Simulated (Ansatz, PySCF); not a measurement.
Gas-phase reaction R1 → 0.5 P1 + P2, each structure at its B3LYP-D3(BJ)/def2-TZVP stationary point, reached from a drawn start (curvature not checked).
R1: H2O (SMILES O), charge 0, multiplicity 1.
P1: H2 (SMILES [H][H]), charge 0, multiplicity 1.
P2, OH (SMILES [OH]) (charge 0, multiplicity 2):
```csv
atom,x (Å),y (Å),z (Å)
O,0.0000,0.0000,-0.4883
H,0.0000,0.0000,0.4883
```

P less R. No zero-point or thermal terms; singlets are restricted closed shells; open shells are unrestricted; no spin–orbit coupling.

Correlated levels freeze the cores.

The values were computed with Ansatz (Gaussian basis) for Hartree–Fock, density functionals and correlated methods; PySCF for the D3/D4 terms. Each number belongs to the level named beside it.

```json
[
 {"level": "HF/cc-pVTZ", "reaction energy (kJ/mol)": "187.3"},
 {"level": "HF/cc-pVQZ", "reaction energy (kJ/mol)": "189.3"},
 {"level": "BLYP-D3(BJ)/def2-TZVPP", "reaction energy (kJ/mol)": "283.5"},
 {"level": "B97M-V/def2-TZVPP", "reaction energy (kJ/mol)": "282.1"},
 {"level": "BHLYP/def2-TZVPP", "reaction energy (kJ/mol)": "263.6"},
 {"level": "CAM-B3LYP/def2-TZVPP", "reaction energy (kJ/mol)": "286.2"},
 {"level": "CAM-B3LYP-D4/def2-TZVPP", "reaction energy (kJ/mol)": "286.4"},
 {"level": "MP2/cc-pVQZ", "reaction energy (kJ/mol)": "…"},
 {"level": "CCSD(T)/cc-pVQZ", "reaction energy (kJ/mol)": "…"}
]
```

### Question
Some entries are withheld; supply them.

### Answer

- MP2/cc-pVQZ, reaction energy (kJ/mol): 317.2
- CCSD(T)/cc-pVQZ, reaction energy (kJ/mol): 292.0

Ansatz is an electronic-structure program.
